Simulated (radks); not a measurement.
Results of a calculation; reference values are marked as such.
Exchange energies: the exact (Fock) value of the Kohn-Sham orbitals and density-functional approximations, in hartree. Species: Ne [Ne]; S4+ [Ne] 3s2; Au [Xe] 4f14 5d10 6s1. Code: a radial shooting solver on a logarithmic mesh with Libxc functionals. Model: non-relativistic Kohn-Sham, exchange-only PBE, spin-polarised, spherical densities, point nucleus. Every spin shell is full or empty, so the densities are truly spherical. Functionals are evaluated on that one density, not self-consistently.

\begin{tabular}{lrrr}
functional & Ne & S4+ & Au \\ \hline
exact & -12.0195 & -23.4903 & -338.002 \\
LDA & -10.976 & -21.568 & -325.23 \\
PW86 & -12.163 & -23.633 & -336.85 \\
OPTX & -12.060 & -23.498 & -344.50 \\
SOGGA & -11.599 & -22.648 & -332.02 \\
EV93 & -12.319 & -23.833 & -336.41 \\
TPSS & -12.118 & -23.553 & -336.70 \\
r2SCAN & -12.073 & -23.486 & -337.51 \\
TASK & -11.724 & -22.763 & -331.89 \\
\end{tabular}
